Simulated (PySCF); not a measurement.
ClGeHS, SMILES [SH][Ge][Cl] (connectivity only; charge and spin as stated), neutral, multiplicity 1. Geometry: PBE0-D3(BJ)/def2-TZVP. The values are those of a single conformer.

TDDFT-ωB97X/def2-SVPD (PySCF) puts the lowest singlet excitations at 3.72, 4.93, 5.71, 6.13, 6.44, 6.47 eV.

Task: What are the lowest excitation roots from ADC(2)/aug-cc-pVDZ run with PySCF 2.14.0? (The exact figures need the calculation; the answer reports its results.)

Result: 3.74, 4.53, 5.65, 5.98, 6.16, 6.50 eV. S1 differs by 0.02 eV (second minus first; roots are paired by order, and the bases may differ).
